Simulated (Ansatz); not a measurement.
## Nudged elastic band run: ClGeH₅OSn

Input:

```yaml
crystal:
  periodic: [false, false, false]
  atoms:
    - { symbol: O, position_ang: [0.234024, 2.022107, -0.973364] }
    - { symbol: Ge, position_ang: [0.832356, 0.751657, 0.112875] }
    - { symbol: Cl, position_ang: [2.537299, -0.217584, -0.84424] }
    - { symbol: Sn, position_ang: [-0.92239, -1.142274, 0.499045] }
    - { symbol: H, position_ang: [-0.050712, 1.683768, -1.829718] }
    - { symbol: H, position_ang: [1.365075, 1.525985, 1.326983] }
    - { symbol: H, position_ang: [-1.37893, -1.744923, -1.036759] }
    - { symbol: H, position_ang: [-0.222773, -2.396192, 1.426888] }
    - { symbol: H, position_ang: [-2.30535, -0.528745, 1.301189] }
basis:
  gaussian: { orbitals: def2-SVP }
hamiltonian:
  xc: pbe0
  dispersion: d4
neb:
  order_check: false
  images: 1
  f_tol: 0.05
  max_iterations: 60
  initial_path: idpp
  climbing: true
  final_atoms:
    - { symbol: O, position_ang: [-0.06386999, 1.72667194, -1.17448467] }
    - { symbol: Ge, position_ang: [0.74224757, 0.66389446, -0.00119958] }
    - { symbol: Cl, position_ang: [2.47447739, -0.23720819, -0.97644003] }
    - { symbol: Sn, position_ang: [-0.95947303, -1.22632346, 0.53513414] }
    - { symbol: H, position_ang: [0.50291476, 2.43780714, -1.49590098] }
    - { symbol: H, position_ang: [1.33596559, 1.50224784, 1.15220756] }
    - { symbol: H, position_ang: [-1.35177769, -2.01624512, -0.92670057] }
    - { symbol: H, position_ang: [-0.22543635, -2.32884607, 1.61756652] }
    - { symbol: H, position_ang: [-2.36644924, -0.56819954, 1.25271662] }
```

Run as:

```bash
$ ansatz run input.yaml --threads 2 --pin off --max-ram 3072MiB --backend cpu --events-out ev --progress --plain --runs-dir out
```

Output, in part (warnings, iteration lines, the closing report on the highest movable image, with atoms numbered from 0):

```
NEB end point (image 0): max|allowed force component| = 4.673e-3 eV/Å (the criterion of neb.relax_end_points is 1.000e-2)
NEB end point (image 2): max|allowed force component| = 3.746e-3 eV/Å (the criterion of neb.relax_end_points is 1.000e-2)
NEB iter   1: max|band force component| = 5.567e-1 eV/Å  barrier→ = 0.1035 eV  barrier← = 0.1072 eV  Δτ_max = 0.1728 Å  (78 SCF iters)
NEB iter   2: max|band force component| = 5.956e-1 eV/Å  barrier→ = 0.1044 eV  barrier← = 0.1080 eV  Δτ_max = 0.0893 Å  (28 SCF iters)
NEB iter   3: max|band force component| = 4.089e-1 eV/Å  barrier→ = 0.0608 eV  barrier← = 0.0645 eV  CI = image 1  Δτ_max = 0.0353 Å  (28 SCF iters)
NEB iter   4: max|band force component| = 3.354e-1 eV/Å  barrier→ = 0.0519 eV  barrier← = 0.0556 eV  CI = image 1  Δτ_max = 0.0585 Å  (26 SCF iters)
NEB iter   5: max|band force component| = 2.054e-1 eV/Å  barrier→ = 0.0373 eV  barrier← = 0.0410 eV  CI = image 1  Δτ_max = 0.0623 Å  (24 SCF iters)
NEB iter   6: max|band force component| = 6.494e-2 eV/Å  barrier→ = 0.0283 eV  barrier← = 0.0320 eV  CI = image 1  Δτ_max = 0.0155 Å  (25 SCF iters)
NEB iter   7: max|band force component| = 2.692e-2 eV/Å  barrier→ = 0.0280 eV  barrier← = 0.0317 eV  CI = image 1  Δτ_max = 0.0000 Å  (53 SCF iters)
Total energy: -76976.39440621 eV, -2828.8303179540 hartree
Atom 0 at     0.014030     1.950513    -0.975982 Å, force     0.002280    -0.001528     0.020239 eV/Å
Atom 1 at     0.757002     0.724209     0.076644 Å, force    -0.009572    -0.026943    -0.003926 eV/Å
Atom 2 at     2.408563    -0.141736    -1.058896 Å, force    -0.010892     0.014690     0.006951 eV/Å
Atom 3 at    -0.951028    -1.188307     0.553388 Å, force     0.008535     0.005453     0.007733 eV/Å
Atom 4 at     0.422289     1.976000    -1.848888 Å, force     0.008354     0.002216    -0.018331 eV/Å
Atom 5 at     1.385338     1.446914     1.284807 Å, force     0.006156     0.006777    -0.009707 eV/Å
Atom 6 at    -1.457440    -1.841180    -0.942799 Å, force     0.003969     0.003411    -0.003393 eV/Å
Atom 7 at    -0.189529    -2.402218     1.488938 Å, force    -0.004110    -0.002332    -0.000092 eV/Å
Atom 8 at    -2.300627    -0.570395     1.405687 Å, force    -0.004720    -0.001745     0.000526 eV/Å
Dipole moment:    -0.147478    -0.066664     0.085104 e Å
```

The forces met the threshold. Another band between the same ends (7 images) ends at a top of the same energy, where a vibrational analysis finds 1 clearly imaginary mode. So few images can step over the top or miss a turn of the path.

Final band (atoms are numbered from 1 in the order of the input):

```
image  path coordinate (Å)  energy (kJ/mol)  dihedral H5–O1–Ge2–Sn4 (°)
    0                 0.00              0.0                         -56
    1                 0.69              2.7                        -113
    2                 1.43             -0.4                        -176
```

Run time: 52 s on 2 threads of Intel(R) Xeon(R) Platinum 8175M CPU @ 2.50GHz (Skylake/Cascade Lake), with other jobs on the host, peak memory 0.34 GiB.
